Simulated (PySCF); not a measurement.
# Electron correlation in Al (aluminium, neutral)

[Ne] 3s2 3p1, 2P determinant. Computed with PySCF 2.14 in x2c-QZVPPall with one added diffuse shell each of s, p, d, f type (10s7p5d3f1g, 86 functions), with the spin-free X2C one-electron Hamiltonian (Gaussian nucleus). Frozen: [Ne]; 3 electrons correlated.

MP2 pair energies summed by pair of shells (mhartree):

| pair | energy | share (%) |
| --- | --- | --- |
| 3s-3s | -21.75 | 56.7 |
| 3s-3p | -16.61 | 43.3 |

Total MP2 correlation energy: -38.36 mhartree.

Same-spin part -2.67 and opposite-spin part -35.69 mhartree; SCS-MP2 scales them by 1/3 and 6/5 to -43.72 mhartree.
